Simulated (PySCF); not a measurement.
**Running PySCF for KP**

Input:

```python
from pyscf import gto, scf, cc

mol = gto.M(
    atom='K 0 0 0; P 0 0 3.01',
    basis='3-21g',
    charge=0,
    spin=2,
    verbose=4,
)
mf = scf.ROHF(mol)
mf.kernel()
mycc = cc.CCSD(mf, frozen=10)
mycc.kernel()
e = mycc.eeccsd(nroots=3)[0]
print('roots (eV) =', (e*27.211386).round(3))
mf.dip_moment()
print('orbital energies (hartree):', mf.mo_energy[..., max(0, mol.nelec[1]-3):mol.nelec[0]+3].round(4))
```

```bash
$ python input.py
```

The log (some set-up lines and the per-cycle HOMO/LUMO lines with their warnings removed):

```
PySCF version 2.14.0

[INPUT] verbose = 4
[INPUT] num. atoms = 2
[INPUT] num. electrons = 34
[INPUT] charge = 0
[INPUT] spin (= nelec alpha-beta = 2S) = 2
[INPUT] symmetry False subgroup None
[INPUT] Mole.unit = angstrom
[INPUT] Symbol           X                Y                Z      unit          X                Y                Z       unit  Magmom
[INPUT]  1 K      0.000000000000   0.000000000000   0.000000000000 AA    0.000000000000   0.000000000000   0.000000000000 Bohr   0.0
[INPUT]  2 P      0.000000000000   0.000000000000   3.010000000000 AA    0.000000000000   0.000000000000   5.688075634941 Bohr   0.0

nuclear repulsion = 50.1048189741528
number of shells = 16
number of NR pGTOs = 66
number of NR cGTOs = 30
basis = 3-21g
ecp = {}

******** <class 'pyscf.scf.rohf.ROHF'> ********
method = ROHF
initial guess = minao
damping factor = 0
level_shift factor = 0
DIIS = <class 'pyscf.scf.diis.CDIIS'>
diis_start_cycle = 1
diis_space = 8
diis_damp = 0
SCF conv_tol = 1e-09
SCF conv_tol_grad = None
SCF max_cycles = 50
direct_scf = True
direct_scf_tol = 1e-13
num. doubly occ = 16  num. singly occ = 2
Set gradient conv threshold to 3.16228e-05
init E= -934.168337747767
cycle= 1 E= -935.142339111236  delta_E= -0.974  |g|= 0.0841  |ddm|= 1.02
cycle= 2 E= -935.146006272155  delta_E= -0.00367  |g|= 0.022  |ddm|= 0.243
cycle= 3 E= -935.14651552588  delta_E= -0.000509  |g|= 0.0122  |ddm|= 0.0776
cycle= 4 E= -935.146623606577  delta_E= -0.000108  |g|= 0.00543  |ddm|= 0.0735
cycle= 5 E= -935.146734531878  delta_E= -0.000111  |g|= 0.00212  |ddm|= 0.0485
cycle= 6 E= -935.146747424466  delta_E= -1.29e-05  |g|= 0.000544  |ddm|= 0.0156
cycle= 7 E= -935.146748225927  delta_E= -8.01e-07  |g|= 0.000157  |ddm|= 0.00282
cycle= 8 E= -935.146748293515  delta_E= -6.76e-08  |g|= 3.47e-05  |ddm|= 0.000986
cycle= 9 E= -935.146748298681  delta_E= -5.17e-09  |g|= 5.03e-06  |ddm|= 0.000336
cycle= 10 E= -935.146748298758  delta_E= -7.69e-11  |g|= 8.81e-07  |ddm|= 4.85e-05
Extra cycle  E= -935.14674829876  delta_E= -1.36e-12  |g|= 6e-07  |ddm|= 6e-06
converged SCF energy = -935.14674829876

WARN: RCCSD method does not support ROHF method. ROHF object is converted to UHF object and UCCSD method is called.

******** <class 'pyscf.cc.uccsd.UCCSD'> ********
CC2 = 0
CCSD nocc = (np.int64(8), np.int64(6)), nmo = (20, 20)
frozen orbitals 10
max_cycle = 50
direct = 0
conv_tol = 1e-07
conv_tol_normt = 1e-06
diis_space = 6
diis_start_cycle = 0
diis_start_energy_diff = 1e+09
Init t2, MP2 energy = -0.0271009426013946
Init E_corr(UCCSD) = -0.0274827336666436
cycle = 1  E_corr(UCCSD) = -0.0327381635574278  dE = -0.00525542989  norm(t1,t2) = 0.0682044
cycle = 2  E_corr(UCCSD) = -0.034847102265018  dE = -0.00210893871  norm(t1,t2) = 0.0402809
cycle = 3  E_corr(UCCSD) = -0.0359536960895635  dE = -0.00110659382  norm(t1,t2) = 0.0336694
cycle = 4  E_corr(UCCSD) = -0.0378832156627742  dE = -0.00192951957  norm(t1,t2) = 0.0230197
cycle = 5  E_corr(UCCSD) = -0.0376371736692478  dE = 0.000246041994  norm(t1,t2) = 0.00992798
cycle = 6  E_corr(UCCSD) = -0.0377987659172427  dE = -0.000161592248  norm(t1,t2) = 0.00473489
cycle = 7  E_corr(UCCSD) = -0.0379337351816365  dE = -0.000134969264  norm(t1,t2) = 0.00229996
cycle = 8  E_corr(UCCSD) = -0.0379140381290264  dE = 1.96970526e-05  norm(t1,t2) = 0.00175083
cycle = 9  E_corr(UCCSD) = -0.0379432438883475  dE = -2.92057593e-05  norm(t1,t2) = 0.00143315
cycle = 10  E_corr(UCCSD) = -0.0379439002599529  dE = -6.56371605e-07  norm(t1,t2) = 0.00106183
cycle = 11  E_corr(UCCSD) = -0.0379569766018891  dE = -1.30763419e-05  norm(t1,t2) = 0.000449607
cycle = 12  E_corr(UCCSD) = -0.0379595992734942  dE = -2.62267161e-06  norm(t1,t2) = 0.000264182
cycle = 13  E_corr(UCCSD) = -0.0379568155303258  dE = 2.78374317e-06  norm(t1,t2) = 0.000147028
cycle = 14  E_corr(UCCSD) = -0.0379564303979683  dE = 3.85132358e-07  norm(t1,t2) = 5.5302e-05
cycle = 15  E_corr(UCCSD) = -0.0379565601473162  dE = -1.29749348e-07  norm(t1,t2) = 3.37407e-05
cycle = 16  E_corr(UCCSD) = -0.0379571459462403  dE = -5.85798924e-07  norm(t1,t2) = 1.94632e-05
cycle = 17  E_corr(UCCSD) = -0.0379574692340074  dE = -3.23287767e-07  norm(t1,t2) = 1.05649e-05
cycle = 18  E_corr(UCCSD) = -0.0379575095706588  dE = -4.03366514e-08  norm(t1,t2) = 5.81739e-06
cycle = 19  E_corr(UCCSD) = -0.0379574799200816  dE = 2.96505772e-08  norm(t1,t2) = 4.09748e-06
cycle = 20  E_corr(UCCSD) = -0.0379573956467044  dE = 8.42733772e-08  norm(t1,t2) = 2.7381e-06
cycle = 21  E_corr(UCCSD) = -0.0379573583191593  dE = 3.73275451e-08  norm(t1,t2) = 1.80401e-06
cycle = 22  E_corr(UCCSD) = -0.0379573514527913  dE = 6.86636801e-09  norm(t1,t2) = 1.2144e-06
cycle = 23  E_corr(UCCSD) = -0.0379573538877516  dE = -2.43496032e-09  norm(t1,t2) = 7.68571e-07
UCCSD converged
E(UCCSD) = -935.1847056526475  E_corr = -0.03795735388775161

******** <class 'pyscf.cc.eom_uccsd.EOMEESpinKeep'> ********
max_space = 20
max_cycle = 50
conv_tol = 1e-07
partition = None
EOM-CCSD root 0 E = 0.01613832846163734  qpwt = 0.969091  conv = True

******** <class 'pyscf.cc.eom_uccsd.EOMEESpinFlip'> ********
max_space = 20
max_cycle = 50
conv_tol = 1e-07
partition = None
EOM-CCSD root 0 E = -2.373096775522678e-08  qpwt = 0.981128  conv = True
EOM-CCSD root 1 E = 0.04408402439924642  qpwt = 0.967534  conv = True
roots (eV) = [-0.     0.439  1.2  ]
Dipole moment(X, Y, Z, Debye):  0.00000, -0.00000, -11.42033
orbital energies (hartree): [-0.9577 -0.593  -0.2038 -0.0607 -0.0607 -0.0136  0.0275  0.0275]
```

In short: E(SCF) = -935.146748 Eh, 10 cycles, E(CCSD) − E(SCF) = -0.03796 Eh, μz(SCF) = -11.42 D, excitation roots 0.000, 0.439, 1.200 eV.

Wall time 4.2 s on one thread of a shared host.

The basis is very small, so the numbers show the basis as much as the system. The bond length is a typed value, not an optimised one. No search for the lowest solution was made.
